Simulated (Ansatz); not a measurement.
Reaction (ligand exchange at the Si–N bond): `CN[SiH2][AlH2]` + CH₃OH → `CO[SiH2][AlH2]` + CH₃NH₂

Gas-phase electronic energies from Ansatz, PBE0-D4/def2-TZVP geometries. CBS: MP2 limit from def2 TZ/QZ plus the TZ coupled-cluster correction, frozen cores. This one scheme is used for every species. Functionals use def2-TZVPP. B3LYP here is the variant with VWN-RPA as its local correlation; programs differ in this. Each species was taken in one conformer, which may not be the lowest.

`CN[SiH2][AlH2]`:

Z-matrix (Å, degrees):
```
C
N 1 1.447
H 1 1.093 2 110.7
H 1 1.094 2 109.5 3 -117.5
H 1 1.100 2 114.1 3 122.0
Si 2 1.733 1 120.9 3 164.0
H 2 1.008 1 113.1 3 -51.1
Al 6 2.477 2 116.8 1 56.8
H 6 1.494 2 106.2 1 178.9
H 6 1.496 2 107.9 1 -66.2
H 8 1.595 6 121.5 2 6.4
H 8 1.594 6 121.2 2 -174.6
```

CH₃OH:

```xyz
6

C    -0.250   -0.081   -0.240
O     0.699    0.722    0.423
H    -0.685    0.528   -1.033
H    -1.061   -0.406    0.424
H     0.202   -0.968   -0.702
H     1.095    0.206    1.128
```

`CO[SiH2][AlH2]`:

Z-matrix (Å, degrees):
```
C
O 1 1.409
H 1 1.092 2 108.4
H 1 1.097 2 111.4 3 -119.4
H 1 1.097 2 111.4 3 119.4
Si 2 1.654 1 121.6 3 -179.6
Al 6 2.459 2 108.9 1 179.9
H 6 1.500 2 109.6 1 -57.1
H 6 1.500 2 109.5 1 56.9
H 7 1.588 6 122.1 2 -0.1
H 7 1.591 6 118.8 2 180.0
```

CH₃NH₂:

Z-matrix (Å, degrees):
```
C
N 1 1.453
H 1 1.092 2 109.4
H 1 1.100 2 115.4 3 -121.6
H 1 1.092 2 109.4 3 116.8
H 2 1.012 1 110.6 3 62.6
H 2 1.012 1 110.6 3 -179.3
```

(1) Is it downhill or uphill in electronic energy at CCSD(T)/CBS, and by how much? (An estimate is asked.)

(2) What do these levels give: B3LYP-D4, ωB97X-V, MP2/def2-TZVPP, CCSD/def2-TZVPP, HF/def2-QZVPP, MP2/def2-QZVPP? (Estimate.)

Largest T1 diagnostic among the species: 0.012.

Results:

(1) Ansatz gave: Downhill: ΔE = -11.3 kcal/mol.

(2) Computed: B3LYP-D4 -11.5, ωB97X-V -11.6, MP2/def2-TZVPP -11.5, CCSD/def2-TZVPP -11.8, HF/def2-QZVPP -13.9, MP2/def2-QZVPP -11.4 kcal/mol.

In def2-TZVPP, CCSD(T) changes the Hartree–Fock value by +2.3 kcal/mol (the triples alone add +0.3 kcal/mol) and MP2 by +2.3 kcal/mol.
